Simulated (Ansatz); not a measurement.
Ge5H3, relaxed as a doublet with UKS PBE0-D4/def2-SVP in Ansatz, starting from the GFN2-xTB geometry. Force threshold 0.02 eV/Å.

The structure comes from a short search, and lower isomers may exist.

Start:

```
atom    x (Å)    y (Å)    z (Å)
 Ge1   1.2077  -0.5906  -1.5791
 Ge2   0.2684   1.8998  -0.3822
 Ge3  -1.1170  -0.1468  -1.1338
 Ge4  -1.7561  -0.7624   1.2241
 Ge5   0.7293  -0.8341   0.8414
  H6  -1.9869  -2.3322   0.8885
  H7   1.7860   1.6746  -1.0220
  H8   0.8686   1.0917   1.1631
```

Question: Estimate the energy that the relaxation releases and the steps that it takes.

Answer: 35.0 kJ/mol, in 8 steps; 2.2 min on 4 threads of Intel Xeon on a shared host. No frequencies were taken in this run, so the end may be a saddle point.

Question: Does the start keep its bonding?

Answer: Bonds formed: Ge5–H8 (atoms count from 1).

Question: Predict the relaxed structure.

Answer: 
```xyz
8

Ge    1.3537   -0.4281   -1.5685
Ge    0.2537    1.9000   -0.2373
Ge   -1.0675   -0.0397   -1.1742
Ge   -1.6746   -0.8538    1.0355
Ge    0.7956   -0.6898    0.8485
H    -2.1486   -2.3462    1.0555
H     1.6202    1.4139   -1.1570
H     0.8675    1.0437    1.1975
```
Bond lengths: 7 × Ge–Ge 2.43 to 2.86 Å; 4 × Ge–H 1.57 to 1.78 Å.
